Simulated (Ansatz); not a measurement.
```yaml
crystal:
  periodic: [false, false, false]
  atoms:
    - {symbol: Si, position_ang: [-0.626123, 0.737327, -0.941477]}
    - {symbol: N, position_ang: [0.923316, 0.227419, -0.060484]}
    - {symbol: As, position_ang: [0.913351, -1.052164, 1.280508]}
    - {symbol: H, position_ang: [-1.127401, -0.424054, -1.537763]}
    - {symbol: H, position_ang: [-0.233205, 1.650152, -1.822389]}
    - {symbol: H, position_ang: [-1.615424, 1.056711, 0.102340]}
    - {symbol: H, position_ang: [1.760715, 0.497567, -0.351705]}
    - {symbol: H, position_ang: [-0.275389, -0.620193, 2.159675]}
    - {symbol: H, position_ang: [0.048372, -2.118026, 0.483997]}
basis:
  gaussian: {orbitals: cc-pVTZ-DK}
hamiltonian: {xc: {name: RPBE}, dispersion: d3bjatm}
output: {forces: true}
```

```sh
$ ansatz run in.yaml --threads 2 --pin off --events-out ev --progress --plain --max-ram 4352MiB
```

It prints (some lines left out):

```
Functional definition: RPBE
1181 factors; their error is unknown
mean field evaluation 1: about -70989.8217 eV, gradient 7.1e1 eV
mean field evaluation 2: about -70922.1202 eV, gradient 1.5e2 eV
mean field evaluation 4: about -70999.1952 eV, gradient 9.0e0 eV
mean field evaluation 8: about -70999.4549 eV, gradient 2.3e-1 eV
mean field evaluation 16: about -70999.4158 eV, gradient 1.1e-4 eV
mean field -70999.41582012 eV, -2609.1804062568 hartree, gradient 5.4e-5 eV, S^2 0.000000; 0 other end points of the search recorded, 0 dependent functions left out
reference -70999.41586119 eV, -2609.1804077661 hartree; 30, 30 occupied and 161, 161 virtual orbitals, 1181 factors
Total energy: -71000.57352852 eV, -2609.2229512559 hartree
Relativity: scalar
Atom 0 at    -0.626123     0.737327    -0.941477 Å, force     1.933691    -2.647303     4.562970 eV/Å
Atom 1 at     0.923316     0.227419    -0.060484 Å, force    -6.463569    -0.667343     0.916702 eV/Å
Atom 2 at     0.913351    -1.052164     1.280508 Å, force     0.336577    -0.632653    -0.566993 eV/Å
Atom 3 at    -1.127401    -0.424054    -1.537763 Å, force    -0.845576    -1.654604    -1.167659 eV/Å
Atom 4 at    -0.233205     1.650152    -1.822389 Å, force     0.894637     3.073146    -2.715652 eV/Å
Atom 5 at    -1.615424     1.056711     0.102340 Å, force    -0.280236     0.530818     0.202513 eV/Å
Atom 6 at     1.760715     0.497567    -0.351705 Å, force     4.508539     1.431799    -1.441610 eV/Å
Atom 7 at    -0.275389    -0.620193     2.159675 Å, force    -0.218420     0.211686    -0.260257 eV/Å
Atom 8 at     0.048372    -2.118026     0.483997 Å, force     0.134358     0.354456     0.469986 eV/Å
Dipole moment:     0.017848     0.161996    -0.147029 e Å
```

Run time 3.6 s (2 threads of an Arm Neoverse V1 on a shared host); peak host memory 0.39 GiB.
